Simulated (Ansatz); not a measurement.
Ansatz (an electronic-structure program) input (B3LYP-D3(BJ)/def2-TZVP):

Ansatz 0.2 input:
```yaml
crystal:
  periodic: [false, false, false]
  atoms:
    - {symbol: B, position_ang: [0.73248559, 0.07755286, 0.03870742]}
    - {symbol: C, position_ang: [-0.75008168, -0.07358422, 0.02142409]}
    - {symbol: H, position_ang: [1.43127177, -0.83880481, -0.18297222]}
    - {symbol: H, position_ang: [1.22637070, 1.11570546, 0.27424040]}
    - {symbol: H, position_ang: [-1.27218933, -0.79461123, -0.59011401]}
    - {symbol: H, position_ang: [-1.42042214, 0.52578493, 0.61969171]}
basis:
  gaussian:
    orbitals: def2-TZVP
hamiltonian:
  xc: b3lyp
  dispersion: d3bj
magnetization: {spin_polarized: true, initial_magnetization: 1}
relax: {f_tol: 0.002, max_steps: 150}
```

Output:

```
Functional definition: B3LYP
integrals: 0.01 GiB planned
525 factors; their error is unknown
mean field: 0.23 GiB planned
mean field evaluation 1: about -1773.4629 eV, gradient 2.7e1 eV
mean field evaluation 2: about -1772.9720 eV, gradient 2.8e1 eV
mean field evaluation 4: about -1777.2962 eV, gradient 1.2e0 eV
mean field evaluation 8: about -1777.2941 eV, gradient 1.9e-1 eV
mean field -1777.29429000 eV, -65.3143604641 hartree, gradient 5.8e-5 eV, S^2 0.753724; 0 other end points of the search recorded, 0 dependent functions left out
the calculation of the forces begins
reference -1777.29450543 eV, -65.3143683811 hartree; 8, 7 occupied and 78, 79 virtual orbitals, 525 factors
relax step   1: F+E_penalty+E_count = -1777.39991166 eV  Δ(F+E_penalty+E_count) = +0.000e0 eV  max|allowed force component| = 4.963e-1 eV/Å  Δτ_max = 0.0000 Å  (25 SCF iters, accepted)
these checks for a lower state are left out or cut short: starts, cluster_reference, orbital_swaps, neighbouring_geometries, increment
integrals: 0.01 GiB planned
525 factors; their error is unknown
mean field: 0.23 GiB planned
mean field evaluation 16: about -1777.3061 eV, gradient 1.6e0 eV
mean field -1777.32039240 eV, -65.3153197098 hartree, gradient 1.3e-5 eV, S^2 0.753387; 0 other end points of the search recorded, 0 dependent functions left out
the calculation of the forces begins
reference -1777.32060909 eV, -65.3153276727 hartree; 8, 7 occupied and 78, 79 virtual orbitals, 525 factors
relax step   2: F+E_penalty+E_count = -1777.42571580 eV  Δ(F+E_penalty+E_count) = -2.580e-2 eV  max|allowed force component| = 3.716e-1 eV/Å  Δτ_max = 0.0534 Å  (31 SCF iters, accepted)
these checks for a lower state are left out or cut short: starts, cluster_reference, orbital_swaps, neighbouring_geometries, increment
integrals: 0.01 GiB planned
525 factors; their error is unknown
mean field: 0.23 GiB planned
mean field -1777.32621741 eV, -65.3155337747 hartree, gradient 6.3e-6 eV, S^2 0.753024; 0 other end points of the search recorded, 0 dependent functions left out
the calculation of the forces begins
reference -1777.32643451 eV, -65.3155417531 hartree; 8, 7 occupied and 78, 79 virtual orbitals, 525 factors
relax step   3: F+E_penalty+E_count = -1777.43133534 eV  Δ(F+E_penalty+E_count) = -5.620e-3 eV  max|allowed force component| = 6.933e-2 eV/Å  Δτ_max = 0.0548 Å  (31 SCF iters, accepted)
these checks for a lower state are left out or cut short: starts, cluster_reference, orbital_swaps, neighbouring_geometries, increment
integrals: 0.01 GiB planned
525 factors; their error is unknown
mean field: 0.23 GiB planned
mean field evaluation 32: about -1777.3237 eV, gradient 2.1e-1 eV
mean field -1777.32400324 eV, -65.3154524057 hartree, gradient 1.5e-5 eV, S^2 0.752585; 0 other end points of the search recorded, 0 dependent functions left out
the calculation of the forces begins
reference -1777.32421911 eV, -65.3154603385 hartree; 8, 7 occupied and 78, 79 virtual orbitals, 525 factors
relax step   4: F+E_penalty+E_count = -1777.42935718 eV  Δ(F+E_penalty+E_count) = +1.978e-3 eV  max|allowed force component| = 3.220e-1 eV/Å  Δτ_max = 0.0795 Å  (29 SCF iters, rejected (line search))
these checks for a lower state are left out or cut short: starts, cluster_reference, orbital_swaps, neighbouring_geometries, increment
integrals: 0.01 GiB planned
525 factors; their error is unknown
mean field: 0.23 GiB planned
mean field -1777.31993793 eV, -65.3153030082 hartree, gradient 1.6e-5 eV, S^2 0.752846; 0 other end points of the search recorded, 0 dependent functions left out
the calculation of the forces begins
reference -1777.32015495 eV, -65.3153109837 hartree; 8, 7 occupied and 78, 79 virtual orbitals, 525 factors
relax step   5: F+E_penalty+E_count = -1777.42501384 eV  Δ(F+E_penalty+E_count) = +6.322e-3 eV  max|allowed force component| = 2.947e-1 eV/Å  Δτ_max = 0.0392 Å  (31 SCF iters, rejected (line search))
these checks for a lower state are left out or cut short: starts, cluster_reference, orbital_swaps, neighbouring_geometries, increment
integrals: 0.01 GiB planned
525 factors; their error is unknown
mean field: 0.23 GiB planned
mean field -1777.32683556 eV, -65.3155564916 hartree, gradient 1.8e-5 eV, S^2 0.752905; 0 other end points of the search recorded, 0 dependent functions left out
the calculation of the forces begins
reference -1777.32705246 eV, -65.3155644624 hartree; 8, 7 occupied and 78, 79 virtual orbitals, 525 factors
relax step   6: F+E_penalty+E_count = -1777.43195924 eV  Δ(F+E_penalty+E_count) = -6.239e-4 eV  max|allowed force component| = 7.650e-2 eV/Å  Δτ_max = 0.0196 Å  (30 SCF iters, accepted)
these checks for a lower state are left out or cut short: starts, cluster_reference, orbital_swaps, neighbouring_geometries, increment
integrals: 0.01 GiB planned
525 factors; their error is unknown
mean field: 0.23 GiB planned
mean field -1777.32662693 eV, -65.3155488246 hartree, gradient 1.5e-5 eV, S^2 0.752837; 0 other end points of the search recorded, 0 dependent functions left out
the calculation of the forces begins
reference -1777.32684354 eV, -65.3155567845 hartree; 8, 7 occupied and 78, 79 virtual orbitals, 525 factors
relax step   7: F+E_penalty+E_count = -1777.43180551 eV  Δ(F+E_penalty+E_count) = +1.537e-4 eV  max|allowed force component| = 1.933e-1 eV/Å  Δτ_max = 0.0095 Å  (31 SCF iters, rejected (line search))
these checks for a lower state are left out or cut short: starts, cluster_reference, orbital_swaps, neighbouring_geometries, increment
integrals: 0.01 GiB planned
525 factors; their error is unknown
mean field: 0.23 GiB planned
mean field evaluation 64: about -1777.3271 eV, gradient 1.5e-5 eV
mean field -1777.32707941 eV, -65.3155654526 hartree, gradient 1.5e-5 eV, S^2 0.752876; 0 other end points of the search recorded, 0 dependent functions left out
the calculation of the forces begins
reference -1777.32729618 eV, -65.3155734191 hartree; 8, 7 occupied and 78, 79 virtual orbitals, 525 factors
relax step   8: F+E_penalty+E_count = -1777.43222559 eV  Δ(F+E_penalty+E_count) = -2.663e-4 eV  max|allowed force component| = 1.223e-2 eV/Å  Δτ_max = 0.0047 Å  (32 SCF iters, accepted)
these checks for a lower state are left out or cut short: starts, cluster_reference, orbital_swaps, neighbouring_geometries, increment
integrals: 0.01 GiB planned
525 factors; their error is unknown
mean field: 0.23 GiB planned
mean field -1777.32716110 eV, -65.3155684547 hartree, gradient 1.8e-5 eV, S^2 0.752752; 0 other end points of the search recorded, 0 dependent functions left out
the calculation of the forces begins
reference -1777.32737767 eV, -65.3155764138 hartree; 8, 7 occupied and 78, 79 virtual orbitals, 525 factors
relax step   9: F+E_penalty+E_count = -1777.43231220 eV  Δ(F+E_penalty+E_count) = -8.662e-5 eV  max|allowed force component| = 2.214e-2 eV/Å  Δτ_max = 0.0219 Å  (31 SCF iters, accepted)
these checks for a lower state are left out or cut short: starts, cluster_reference, orbital_swaps, neighbouring_geometries, increment
integrals: 0.01 GiB planned
525 factors; their error is unknown
mean field: 0.23 GiB planned
mean field -1777.32717905 eV, -65.3155691145 hartree, gradient 8.2e-5 eV, S^2 0.752753; 0 other end points of the search recorded, 0 dependent functions left out
the calculation of the forces begins
reference -1777.32739566 eV, -65.3155770746 hartree; 8, 7 occupied and 78, 79 virtual orbitals, 525 factors
relax step  10: F+E_penalty+E_count = -1777.43231073 eV  Δ(F+E_penalty+E_count) = +1.469e-6 eV  max|allowed force component| = 2.908e-2 eV/Å  Δτ_max = 0.0008 Å  (21 SCF iters, rejected (line search))
these checks for a lower state are left out or cut short: starts, cluster_reference, orbital_swaps, neighbouring_geometries, increment
integrals: 0.01 GiB planned
525 factors; their error is unknown
mean field: 0.23 GiB planned
mean field -1777.32717624 eV, -65.3155690113 hartree, gradient 5.1e-5 eV, S^2 0.752753; 0 other end points of the search recorded, 0 dependent functions left out
the calculation of the forces begins
reference -1777.32739283 eV, -65.3155769706 hartree; 8, 7 occupied and 78, 79 virtual orbitals, 525 factors
relax step  11: F+E_penalty+E_count = -1777.43232134 eV  Δ(F+E_penalty+E_count) = -9.134e-6 eV  max|allowed force component| = 3.993e-3 eV/Å  Δτ_max = 0.0004 Å  (21 SCF iters, accepted)
these checks for a lower state are left out or cut short: starts, cluster_reference, orbital_swaps, neighbouring_geometries, increment
integrals: 0.01 GiB planned
525 factors; their error is unknown
mean field: 0.23 GiB planned
mean field -1777.32718503 eV, -65.3155693341 hartree, gradient 1.8e-5 eV, S^2 0.752765; 0 other end points of the search recorded, 0 dependent functions left out
the calculation of the forces begins
reference -1777.32740163 eV, -65.3155772942 hartree; 8, 7 occupied and 78, 79 virtual orbitals, 525 factors
relax step  12: F+E_penalty+E_count = -1777.43232528 eV  Δ(F+E_penalty+E_count) = -3.948e-6 eV  max|allowed force component| = 2.681e-3 eV/Å  Δτ_max = 0.0023 Å  (24 SCF iters, accepted)
these checks for a lower state are left out or cut short: starts, cluster_reference, orbital_swaps, neighbouring_geometries, increment
integrals: 0.01 GiB planned
525 factors; their error is unknown
mean field: 0.23 GiB planned
mean field -1777.32718510 eV, -65.3155693368 hartree, gradient 2.5e-5 eV, S^2 0.752772; 0 other end points of the search recorded, 0 dependent functions left out
the calculation of the forces begins
reference -1777.32740172 eV, -65.3155772974 hartree; 8, 7 occupied and 78, 79 virtual orbitals, 525 factors
relax step  13: F+E_penalty+E_count = -1777.43232662 eV  Δ(F+E_penalty+E_count) = -1.333e-6 eV  max|allowed force component| = 1.467e-4 eV/Å  Δτ_max = 0.0013 Å  (24 SCF iters, accepted)
integrals: 0.01 GiB planned
525 factors; their error is unknown
mean field: 0.23 GiB planned
mean field evaluation 96: about -1777.2997 eV, gradient 2.6e0 eV
mean field -1777.32718510 eV, -65.3155693368 hartree, gradient 2.5e-5 eV, S^2 0.752772; 1 other end points of the search recorded, 0 dependent functions left out
the calculation of the forces begins
reference -1777.32740172 eV, -65.3155772974 hartree; 8, 7 occupied and 78, 79 virtual orbitals, 525 factors
Total energy: -1777.43254323 eV, -65.3194411768 hartree
Atom 0 at     0.745727     0.078982     0.038862 Å, force    -0.000132    -0.000021    -0.000033 eV/Å
Atom 1 at    -0.768861    -0.075510     0.021432 Å, force     0.000147    -0.000017    -0.000093 eV/Å
Atom 2 at     1.446624    -0.820905    -0.310379 Å, force     0.000109    -0.000018     0.000072 eV/Å
Atom 3 at     1.242491     1.100988     0.401844 Å, force    -0.000092     0.000015    -0.000018 eV/Å
Atom 4 at    -1.276303    -0.892499    -0.483148 Å, force    -0.000113     0.000043    -0.000013 eV/Å
Atom 5 at    -1.442244     0.620986     0.512366 Å, force     0.000081    -0.000002     0.000085 eV/Å
Dipole moment:    -0.253782    -0.025884    -0.002920 e Å
```

It need not be the lowest isomer of its formula.
